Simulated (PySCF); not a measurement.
Si(OMe)3(SiH3), C3H12O3Si2, SMILES CO[Si]([SiH3])(OC)OC at its GFN2-xTB optimised geometry (Å):

```
20

C     -2.4780     1.7300    -1.7343
O     -1.7189     0.5573    -1.6846
Si    -0.0828     0.4341    -1.6467
Si     0.8981     1.6715     0.0000
O      0.1601    -1.1718    -1.5982
C     -0.3384    -2.0786    -0.6580
O      0.6489     0.9835    -2.9884
C      0.5643     0.4932    -4.3004
H     -2.1712     2.3599    -2.5731
H     -2.3637     2.3011    -0.8089
H     -3.5241     1.4462    -1.8576
H      0.5110     1.1805     1.3347
H      2.3637     1.6715     0.0000
H      0.4878     3.0839     0.0000
H     -0.0949    -3.0839    -1.0037
H     -1.4202    -1.9777    -0.5587
H      0.1245    -1.9086     0.3178
H     -0.4617     0.5511    -4.6703
H      1.2124     1.1076    -4.9262
H      0.8939    -0.5457    -4.3380
```

Level of theory: B3LYP/def2-SVP in PySCF 2.14.0.

Map of the Laplacian of the electron density (e/bohr⁵) on the plane z = 1.5 Å:

```
|999999999999999999999999999|
|999999999999999999999999999|
|999999999999999999999999999|
|999999999999999999999999999|
|999999999999999999999999999|
|999999999999999999999999999|
|999999999999999999999999999|
|999999999999999999999999999|
|999999999999999999999999999|
|999999999999999999999999999|
|999999999999990699999999999|
|999999999999997999999999999|
|999999999999999999999999999|
|999999999999999999999999999|
|999999999999999999999999999|
|999999999999999999999999999|
|999999999999999999999999999|
|999999999999999999999999999|
|999999999999999999999999999|
|999999999999999999999999999|
|999999999999999999999999999|
|999999999999999999999999999|
|999999999999999999999999999|
|999999999999999999999999999|
|999999999999999999999999999|
|999999999999999999999999999|
|999999999999999999999999999|
```
Scale: ten equal steps from -0.639 (start of '0') to 0.068 (end of '9'), in the order '0123456789'; x runs from -5.50 to 5.50, y from -5.50 (bottom) to 5.50 (top).
